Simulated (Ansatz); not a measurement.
Cost and result up the ladder for (CuBr)2 ring (Cu₂Br₂) (4 atoms). Total charge 0; singlet. Geometry: r2SCAN-D4/def2-SVP.

```xyz
4

Cu    0.1780   -0.9428   -0.6199
Br    0.8075   -0.9426    1.6654
Cu   -0.1780    0.9428    0.6199
Br   -0.8075    0.9426   -1.6654
```

Ansatz on 4 threads of Arm Neoverse V1 on a shared host. Times are rough, and most runs start from the orbitals of an earlier one. ωB97X-V/def2-TZVP serves as the yardstick here, not as an exact answer. Differences are given only for rows in sets of like size (and for xTB, whose basis is part of the method), since another set adds its own error. Binding counts from free atoms at the same level (Cu doublet, Br doublet; other spins of the atoms weren't run), without zero-point energy or a counterpoise term.

The 6-31G sets use Cartesian d functions. B3LYP takes the VWN-RPA correlation. Correlated methods freeze 36 core orbitals; core or outer-core shells of Br are correlated, in sets that lack core-valence functions.

Correlated methods converge slowly with the basis.

| level | functions | wall time |
| --- | --- | --- |
| HF/6-31G | 116 | 1.5 s |
| LDA (SPW92)/def2-TZVP | 186 | 1.5 s |
| B3LYP-D4/6-31G | 116 | 2.6 s |
| PBE-D4/def2-TZVP | 186 | 2.7 s |
| revPBE-D4/def2-TZVP | 186 | 2.7 s |
| PBE0-D4/def2-SVP | 126 | 2.9 s |
| PBE-D4/def2-TZVPD | 210 | 3.8 s |
| MP2/def2-TZVP | 186 | 5.5 s |
| r2SCAN-D4/def2-TZVP | 186 | 6 s |
| BHLYP-D4/def2-TZVP | 186 | 6 s |
| r2SCAN-D4/def2-TZVPD | 210 | 7.5 s |
| PBE0-D4/def2-TZVPD | 210 | 8 s |
| B2PLYP/def2-TZVP | 186 | 8.5 s |
| ωB97X-V/def2-TZVP | 186 | 12 s |

(1) Estimate what each level gives for the binding energy per atom (eV).

## Answers

(1) 
| level | binding energy per atom (eV) | difference from ωB97X-V/def2-TZVP (eV) |
| --- | --- | --- |
| HF/6-31G | 2.06 | – |
| LDA (SPW92)/def2-TZVP | 2.71 | 0.42 |
| B3LYP-D4/6-31G | 2.43 | – |
| PBE-D4/def2-TZVP | 2.29 | -0.01 |
| revPBE-D4/def2-TZVP | 2.16 | -0.14 |
| PBE0-D4/def2-SVP | 2.46 | – |
| PBE-D4/def2-TZVPD | 2.30 | 0.01 |
| MP2/def2-TZVP | 2.31 | 0.01 |
| r2SCAN-D4/def2-TZVP | 2.37 | 0.07 |
| BHLYP-D4/def2-TZVP | 2.11 | -0.19 |
| r2SCAN-D4/def2-TZVPD | 2.38 | 0.08 |
| PBE0-D4/def2-TZVPD | 2.26 | -0.04 |
| B2PLYP/def2-TZVP | 2.16 | -0.14 |
| ωB97X-V/def2-TZVP | 2.30 | 0.00 |
